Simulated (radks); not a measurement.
Values are calculated unless marked as measured or tabulated.
Be I, 4 electrons, occupied as [He] 2s1 3s1 (not the ground configuration). Code: a radial shooting solver on a logarithmic mesh with Libxc functionals. Model: scalar-relativistic Kohn-Sham, LDA (Slater exchange, VWN5 correlation), spin-unpolarised, spherical densities, finite nucleus; Fermi nuclear charge, rms radius 2.519 fm.

Normalised radial functions P(r) = r R(r), r in bohr:

```
   r/bohr * 1s, o 2s, + 3s (the largest magnitude, 1.38, reaches the edge; | marks zero, & curves that meet)
  0.04698                             |+ o       *
  0.06734                             |+ o           *
  0.09652                             |+  o              *
   0.1383                             | +  o                 *
   0.1983                             | +   o                   *
   0.2842                             | +  o                     *
   0.4074                             |+  o                    *
   0.5886                             &                  *
   0.8436                        o  + |          *
    1.209                   o      +  |    *
    1.733                o        +   |*
    2.484                 o         + *
    3.561                      o      * +
    5.104                          o  *      +
    7.315                            o*       +
    10.49                             &    +
    15.03                             & +
    21.54                             &
```

1s: eigenvalue -112.04 eV, 0 radial nodes, <r> = 0.424 bohr, 90 % of the charge inside 0.765 bohr. 2s: eigenvalue -9.643 eV, 1 radial node at r = 0.593 bohr, <r> = 2.35 bohr, 90 % of the charge inside 3.68 bohr. 3s: eigenvalue -1.630 eV, 2 radial nodes at r = 0.580, 2.94 bohr, <r> = 7.52 bohr, 90 % of the charge inside 11.0 bohr.
